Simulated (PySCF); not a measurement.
Compound: C5H6ClPS.
InChI=1S/C5H6ClPS/c1-2-4-3-8-5(6)7-4/h3H,2H2,1H3

Torsions of this conformer, `[CH3:1][CH2:2][c:3]1[cH:4][s:5][c:6]([Cl:7])[p:8]1`: C1–C2–C3–C4 -102°.

The closed-shell ground state was solved at several levels (PySCF, density fitting, gas phase, non-relativistic). Isolated species at its PBE0-D3(BJ)/def2-SVP geometry (one conformer only).

```json
{"level": "KT2/pcSseg-1", "basis functions": "187", "HOMO (eV)": "-5.87", "LUMO (eV)": "-2.32", "gap (eV)": "3.55", "dipole (D)": "2.34"}
{"level": "PBE0/pcSseg-1", "basis functions": "187", "HOMO (eV)": "-6.87", "LUMO (eV)": "-1.62", "gap (eV)": "5.25", "dipole (D)": "2.51"}
```

Task: What might CAM-B3LYP/def2-SVPD (226 basis functions) give for the same quantities?

Result: HOMO -8.01 eV, LUMO -0.63 eV, gap 7.38 eV, dipole 2.55 D.

Task: Over all these levels, which gives the widest orbital gap and which the narrowest?

Result: CAM-B3LYP/def2-SVPD (range-separated hybrid) has the widest, 7.38 eV, and KT2/pcSseg-1 (GGA) the narrowest, 3.55 eV. Functional and basis both differ between the two, so the spread mixes both effects.

Task: How far do the dipole and the HOMO energy spread over the levels?

Result: The dipole runs from 2.34 to 2.55 D (mean 2.47 D) and the HOMO from -8.01 to -5.87 eV.
